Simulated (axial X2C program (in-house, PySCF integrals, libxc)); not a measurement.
## Spin–orbit effects along a row: molecules with I, HF

Computed with an in-house all-electron X2C program for linear molecules (integrals from PySCF), spin-free (one-electron X2C) or two-component (2c: spin–orbit coupling with atomic mean-field Coulomb and Gaunt terms, which also bring small scalar terms), in Dyall basis sets with cores contracted in-house; open shells are unrestricted.

Basis sets: Br dyall-cv3z, Ca dyall-cv3z, Cr dyall-cv3z, Ga dyall-cv3z, Ge dyall-cv3z, I dyall-cv3z, Mn dyall-cv3z, Sc dyall-cv3z, Ti dyall-cv3z.

| molecule | spin-free state | Re (Å) | ωe (cm⁻¹) | De (eV) | 2c state | Re 2c (Å) | ωe 2c (cm⁻¹) | De 2c (eV) |
| --- | --- | --- | --- | --- | --- | --- | --- | --- |
| CaI | M_S = 1/2, Λ = 0 | 2.912 | 228.2 | 2.76 | Ω = 1/2 | 2.915 | 227.3 | 2.46 |
| ScI | M_S = 1, Λ = 2 | 2.815 | 234.6 | 2.83 | Ω = 1 | 2.818 | 233.5 | 2.53 |
| TiI | M_S = 3/2, Λ = 3 | 2.762 | 233.4 | 2.68 | Ω = 3/2 | 2.763 | 232.8 | n/a |
| CrI | M_S = 5/2, Λ = 0 | 2.676 | 212.9 | 1.88 | Ω = 5/2 | 2.680 | 211.7 | 1.58 |
| MnI | M_S = 3, Λ = 0 | 2.684 | 224.3 | 2.28 | Ω = 3 | 2.687 | 223.2 | 1.98 |
| GaI | M_S = 0, Λ = 0 | 2.632 | 203.9 | 2.67 | Ω = 0 | 2.635 | 203.1 | n/a |
| GeI | M_S = 1/2, Λ = 1 | 2.567 | 231.7 | 1.76 | Ω = 1/2 | 2.568 | 231.4 | n/a |
| IBr | M_S = 0, Λ = 0 | 2.461 | 294.0 | 0.69 | Ω = 0 | 2.471 | 287.1 | 0.27 |

(1) Work out the shifts from the spin-free to the two-component result.

Each entry is the lowest single determinant of a limited PBE0 search at one distance. De goes to single-determinant-based atoms at the same level (for ions the charge split of lowest energy) and is withheld (n/a) where an atom does not fit its ground term or J level. Main or longest-lived isotopes. One determinant is a doubtful description, or other states lie close, for ScI, TiI, CrI, MnI; these need not be ground states, and all values refer to the states named. Some open-shell Ω = 0 determinants are out of reach, so the Ω given for MnI need not be the lowest component. With several unpaired electrons the Ω given is that of one determinant, not necessarily of the lowest component.

Answers

(1) 

```csv
molecule,2c state,ΔRe (Å),Δωe (cm⁻¹),ΔDe (eV)
CaI,Ω = 1/2,0.003,-0.9,-0.30
ScI,Ω = 1,0.003,-1.1,-0.30
TiI,Ω = 3/2,0.001,-0.6,n/a
CrI,Ω = 5/2,0.004,-1.2,-0.30
MnI,Ω = 3,0.003,-1.1,-0.30
GaI,Ω = 0,0.003,-0.8,n/a
GeI,Ω = 1/2,0.001,-0.3,n/a
IBr,Ω = 0,0.010,-6.9,-0.42
```

Shifts of one unit in the last digit are rounding.
